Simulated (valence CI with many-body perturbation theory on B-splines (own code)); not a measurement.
**Hf L in three bases**

Calculated by valence CI with perturbative core correlation (CI+MBPT): five valence electrons over a frozen Dirac-Fock core [Ar], a basis of 7 s, 7 p, 8 d, 6 f, 4 g, 1 h functions for each j, with the one-electron correlation potential Σ1, the two-electron term Σ2, the three-electron term Σ3, Breit, model QED; selected CI, second order for the rest, scaled by the run's own slope (own B-spline code, finite nucleus).

No measured spectrum was set against this ion. As an estimate, large intervals hold to a few tenths of a per cent, small ones and those within an open d or f shell to about a per cent. Among the levels kept, up to 550 cm⁻¹ of a level comes from second order outside the variational space, and about a tenth of that is noise between levels of different J, which matters for small intervals. Only levels of the ground parity were solved; by the run's estimate the other parity begins above the list, which can be wrong where configurations are misplaced.

The reference run has the lowest level (3d3/2^4 3d5/2) J=5/2 and an ionisation energy of 4372.61 eV. Its largest variational space holds 20000 state functions.

Levels are named by their leading jj configuration (3d3/2^4 stands for four electrons in 3d with j = 3/2), which in mixed levels can hold well under half, so a name can repeat and another be missing. Letters in brackets count levels of one name in rising energy.

Changed runs:
A. basis 6 s, 6 p, 5 d, 5 f, 1 g
B. basis 5 s, 5 p, 4 d, 4 f

Excitation energies of the reference run in cm⁻¹, and shifts in cm⁻¹:

```csv
Level,Reference,A,B
(3d3/2^3 3d5/2^2) J=5/2 [a],404279,-264,-550
(3d3/2^3 3d5/2^2) J=7/2 [a],496213,-53,+264
(3d3/2^3 3d5/2^2) J=11/2,506830,+4.3,+289
(3d3/2^3 3d5/2^2) J=3/2 [a],509997,-82,+170
(3d3/2^3 3d5/2^2) J=9/2,549051,+11,+642
(3d3/2^3 3d5/2^2) J=5/2 [b],576998,+28,+869
(3d3/2^3 3d5/2^2) J=1/2,602866,-28,+730
(3d3/2^3 3d5/2^2) J=7/2 [b],612982,+105,+1047
(3d3/2^3 3d5/2^2) J=3/2 [b],740796,+185,+1320
(3d3/2^2 3d5/2^3) J=5/2 [a],893107,-272,-438
(3d3/2^2 3d5/2^3) J=7/2 [a],959660,-203,+108
(3d3/2^2 3d5/2^3) J=11/2,963589,-127,+103
Ionisation energy (eV),4372.61,-0.11,-0.21
```
